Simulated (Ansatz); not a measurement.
Input file for Ansatz (a first-principles code): R-SVWN5/def2-TZVPP on HCl (SMILES Cl).

Ansatz 0.2 input:
```yaml
crystal:
  periodic: [false, false, false]
  atoms:
    - {symbol: Cl, position_ang: [-0.00000000, -0.00000000, 0.64100645]}
    - {symbol: H, position_ang: [0.00000000, 0.00000000, -0.64100645]}
basis:
  gaussian:
    orbitals: def2-TZVPP
hamiltonian:
  xc: {name: SVWN5}
scf: {lower_state_search: off}
```

Question: Give the final energy of this run.

Answer: -459.3198 hartree.
